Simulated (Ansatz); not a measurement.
Relaxation of BH₇N₂S (11 atoms, charge 0, multiplicity 1), to a largest force component of 0.03 eV/Å in at most 50 steps.

The calculation used RKS PBE-D4/6-31G* in Ansatz 0.2.0.

```xyz
11
Properties=species:S:1:pos:R:3
B -0.079 0.653 -0.550
H -0.188 0.023 1.765
N 1.199 0.082 -0.779
H 1.337 -0.837 -1.191
H 2.054 0.507 -0.437
N -1.301 -0.039 -0.773
H -1.331 -0.999 -1.111
H -2.185 0.449 -0.880
S -0.091 2.451 0.006
H -1.318 2.420 0.588
H -0.062 0.701 1.944
```

Where does it end, and by what steps?

The run converged. The force dipped under the threshold on the way, but the program's further checks kept it going. After 17 steps the energy has fallen by 0.229 eV; H2 moved furthest, 1.23 Å.

```csv
step,energy less start (eV),largest force component (eV/Å),accepted
0,0.0000,1.600,yes
1,-0.1469,0.215,yes
2,-0.1844,0.289,yes
3,-0.2045,0.146,yes
4,-0.1895,0.598,no
5,-0.2091,0.065,yes
6,-0.2142,0.052,yes
7,-0.2166,0.320,yes
8,-0.2197,0.106,yes
9,-0.2036,0.259,no
10,-0.2239,0.079,yes
11,-0.2269,0.042,yes
12,-0.2285,0.011,yes
13,-0.1511,1.762,no
14,-0.2288,0.020,yes
15,-0.2291,0.037,yes
16,-0.2292,0.030,yes
17,-0.2294,0.012,yes
```

```xyz
11
Properties=species:S:1:pos:R:3
B -0.077 0.688 -0.743
H -0.199 0.066 2.996
N 1.203 0.108 -0.956
H 1.342 -0.792 -1.406
H 2.058 0.526 -0.602
N -1.296 -0.006 -0.983
H -1.320 -0.971 -1.304
H -2.185 0.474 -1.087
S -0.089 2.453 -0.134
H -1.322 2.409 0.434
H -0.080 0.456 2.363
```

Whether the end is a true minimum wasn't checked by a vibrational analysis.

Time of the run: 26 s on 1 thread of Intel(R) Xeon(R) 6975P-C (Granite Rapids) (shared host), peak memory 0.14 GiB.
